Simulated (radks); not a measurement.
The numbers below are computed, except where a source is named.
Mn2+, configuration [Ar] 3d5. Level of theory: scalar-relativistic Kohn-Sham, r2SCAN, spin-polarised, spherical densities, finite nucleus; open shells are filled with parallel spins first; meta-GGA in the generalised Kohn-Sham scheme; Fermi nuclear charge, rms radius 3.7057 fm (a radial shooting solver on a logarithmic mesh with Libxc functionals).

Normalised radial functions P(r) = r R(r), r in bohr:

```
   r/bohr * 3p up, o 3d up, + 3d down (the largest magnitude, 1.14, reaches the edge; | marks zero, & curves that meet)
 0.008591                             &
  0.01119                             &
  0.01457                             &*
  0.01897                             &*
   0.0247                             & *
  0.03216                             &  *
  0.04188                             &   *
  0.05453                             &     *
    0.071                             |&       *
  0.09246                             |&         *
   0.1204                             | &          *
   0.1568                             |   &         *
   0.2041                             |     &     *
   0.2658                             |     *  &
   0.3461                         *   |            &
   0.4507              *              |                &
   0.5868     *                       |                   +o
   0.7641  *                          |                    +o
    0.995     *                       |                   +o
    1.296             *               |                &
    1.687                     *       |            &
    2.197                          *  |       o+
     2.86                            *|   o+
    3.725                             * &
     4.85                             &+
    6.315                             &
    8.223                             &
```

3p up: eigenvalue -76.217 eV, 1 radial node at r = 0.314 bohr, <r> = 0.903 bohr, 90 % of the charge inside 1.39 bohr. 3d up: eigenvalue -26.186 eV, 0 radial nodes, <r> = 1.12 bohr, 90 % of the charge inside 1.91 bohr. 3d down (empty): eigenvalue -19.402 eV, 0 radial nodes, <r> = 1.18 bohr, 90 % of the charge inside 2.04 bohr.
